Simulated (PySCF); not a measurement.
# Working out the ionisation energy of Fe

Fe [Ar] 3d6 4s2 (5D) → Fe+ [Ar] 3d6 4s1 (6D). Computed with PySCF 2.14 in def2-TZVPPD (6s6p4d2f1g, 67 functions), with no relativity, point nucleus. Frozen: [Ar]. Energies in hartree (1 hartree = 27.21139 eV):

```json
{"part": "UHF", "Fe (lower)": "-1262.429078", "Fe+ (upper)": "-1262.195051"}
{"part": "CCSD correlation", "Fe (lower)": "-0.187915", "Fe+ (upper)": "-0.144075"}
{"part": "(T)", "Fe (lower)": "-0.005867", "Fe+ (upper)": "-0.002852"}
```

Problem. What does Hartree-Fock give?

Solution. (-1262.195051) − (-1262.429078) = 0.234027 hartree = 6.368 eV.

Problem. What do CCSD and CCSD(T) give?

Solution. The CCSD correlation energies differ by 0.043840 hartree = 1.193 eV and the triples by 0.003015 hartree = 0.082 eV, so CCSD gives 7.561 eV and CCSD(T) 7.643 eV.

Measured between the centres of the two terms (NIST): 7.904 eV, so CCSD(T) (valence) is off by -0.261 eV.

The calculation is non-relativistic.

What remains against the reference includes basis incompleteness, the frozen core and higher excitations.
